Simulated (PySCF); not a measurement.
CH7Cl2NSi2, SMILES CN[Si@H](Cl)[SiH2]Cl.

The structure is a stationary point at PBE0-D3(BJ)/def2-SVP. The structure was generated by enumeration; whether it is a known compound was not checked. One conformer was computed; it need not be the lowest.

Calculation: PBE0-D3(BJ)/def2-SVP (PySCF).

Frequencies are harmonic and unscaled.

| mode | ν (cm⁻¹) | IR (km/mol) | moving atoms (share of kinetic energy) |
|---|---|---|---|
| 1 | 43 | 1.7 | Cl 43 %, Si 25 %, H 15 %, C 15 % |
| 2 | 65 | 2.6 | Cl 46 %, Si 21 %, H 18 %, N 11 % |
| 3 | 76 | 0.9 | C 34 %, H 29 %, Cl 20 %, Si 13 % |
| 4 | 93 | 2.5 | H 78 %, Cl 9 % |
| 5 | 140 | 2.0 | Si 32 %, Cl 28 %, H 20 %, C 16 % |
| 6 | 152 | 0.6 | Cl 43 %, Si 27 %, H 14 %, C 11 % |
| 7 | 250 | 8.2 | N 45 %, Cl 22 %, H 17 %, Si 15 % |
| 8 | 334 | 14.3 | H 39 %, N 25 %, Si 22 %, C 12 % |
| 9 | 421 | 4.8 | Si 66 %, H 20 % |
| 10 | 451 | 31.8 | H 77 %, N 12 % |
| 11 | 505 | 9.8 | Si 42 %, H 41 %, Cl 13 % |
| 12 | 523 | 188.0 | Si 45 %, Cl 28 %, H 21 % |
| 13 | 551 | 33.5 | Si 53 %, Cl 38 %, H 9 % |
| 14 | 685 | 32.6 | H 91 % |
| 15 | 715 | 101.8 | H 82 % |
| 16 | 783 | 147.9 | H 64 %, Si 16 %, N 13 % |
| 17 | 832 | 38.7 | H 87 %, Si 12 % |
| 18 | 866 | 178.6 | H 58 %, Si 26 %, N 14 % |
| 19 | 929 | 75.9 | H 96 % |
| 20 | 1102 | 8.5 | H 82 %, C 11 % |
| 21 | 1138 | 2.2 | H 75 %, C 19 % |
| 22 | 1185 | 85.8 | N 42 %, C 33 %, H 23 % |
| 23 | 1403 | 43.4 | H 64 %, N 25 %, C 10 % |
| 24 | 1451 | 4.4 | H 89 %, C 11 % |
| 25 | 1460 | 8.7 | H 92 % |
| 26 | 1496 | 7.1 | H 96 % |
| 27 | 2237 | 68.4 | H 98 % |
| 28 | 2247 | 51.8 | H 96 % |
| 29 | 2261 | 122.8 | H 97 % |
| 30 | 3025 | 58.7 | H 97 % |
| 31 | 3109 | 20.3 | H 91 %, C 9 % |
| 32 | 3141 | 17.9 | H 91 %, C 9 % |
| 33 | 3630 | 41.2 | H 93 % |
